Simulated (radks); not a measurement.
The nuclear charge of neutral niobium is varied continuously with 41 electrons held in [Kr] 4d4 5s1. Calculated with a radial shooting solver on a logarithmic mesh with Libxc functionals: scalar-relativistic Kohn-Sham, PBE, spin-unpolarised, spherical densities, finite nucleus; Fermi nuclear charge, rms radius 4.324 fm. By the Hellmann-Feynman theorem dE/dZ = E(electron-nucleus)/Z, the electronic potential at the nucleus (averaged over a nucleus of fixed radius). The scalar-relativistic energy here is not variational (the density holds large components alone), so the two differ by a part that grows with Z.

Z	E (hartree)	E(electron-nucleus)/Z (hartree)	HOMO	e(HOMO) (eV)	<r> HOMO (bohr)
40.8	-3774.72938	-222.932	4d	-1.587	2.354
41	-3819.56357	-224.439	4d	-3.040	2.215
41.2	-3864.70062	-225.943	4d	-4.679	2.103
41.4	-3910.13996	-227.445	4d	-6.483	2.008
41.6	-3955.88117	-228.944	5s	-7.909	3.348
41.8	-4001.92395	-230.442	5s	-9.401	3.242
42	-4048.26807	-231.940	5s	-10.974	3.144

The central difference of E at Z = 41 is -224.928 hartree, to compare with the third column; the second derivative is -7.57 hartree.
